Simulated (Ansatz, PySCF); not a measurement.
Species: SnI, net charge 0, doublet state. 
Structure (B3LYP-D3(BJ)/def2-TZVP (Ansatz, a first-principles code) minimum search):
SMILES: [Sn][I]
```xyz
2

Sn     0.0000     0.0000    -1.4135
I      0.0000     0.0000     1.3335
```
Charge 0, spin multiplicity 2.

Total electronic energies in hartree. Correlated levels leave the core frozen unless marked. Open shells are spin-unrestricted. No spin-orbit coupling. The frozen core is the preceding noble-gas configuration, with the filled d and f shells of earlier blocks. In def2 rows, elements after Kr have scalar-relativistic effective core potentials. STO-3G rows are all-electron and non-relativistic. CBS(X,Y): correlation extrapolated as X^-3; Hartree-Fock from the larger set. [CCSD(T)-MP2]/basis is that difference in the basis named.

```csv
level,program,energy (Eh)
HF/def2-TZVPPD,Ansatz,-510.06745
revPBE-D4/def2-TZVPD,Ansatz + dftd4,-512.14095
revPBE/def2-TZVPD,Ansatz,-512.13728
r2SCAN/def2-TZVPD,Ansatz,-512.24145
r2SCAN-D3(BJ)/def2-TZVPD,Ansatz + dftd3,-512.24190
PBE0/STO-3G,Ansatz,-12817.59205
PBE0/def2-TZVPD,Ansatz,-512.06523
BHLYP-D4/def2-TZVPD,Ansatz + dftd4,-511.93546
BHLYP/def2-TZVPD,Ansatz,-511.93082
r2SCANh/def2-TZVPD,Ansatz,-512.21996
r2SCAN0/def2-TZVPD,Ansatz,-512.18835
MN15/def2-TZVPD,PySCF,-510.86684
LC-wPBE-D3(BJ)/def2-TZVPD,Ansatz + dftd3,-512.10278
wB97X/def2-TZVPD,Ansatz,-512.12647
MP2/def2-QZVPPD,Ansatz,-510.28802
"MP2/CBS(def2-TZVPP,def2-QZVPP)",Ansatz,-510.3066
RI-MP2/def2-TZVPPD,Ansatz,-510.26105
SCS-MP2/def2-QZVPPD,Ansatz,-510.28981
CCSD/def2-TZVPPD,Ansatz,-510.28558
CCSD(T)/def2-SVPD,Ansatz,-510.23015
CCSD(T)/def2-TZVPPD,Ansatz,-510.29559
"RI-MP2/CBS(def2-TZVPPD,def2-QZVPPD)+[CCSD(T)-MP2]/def2-SVPD",Ansatz,-510.3331
"CCSD(T)/CBS(def2-TZVPPD,def2-QZVPPD)",Ansatz,-510.3413
```

Totals of different functionals don't rank their quality; only differences between species are comparable.
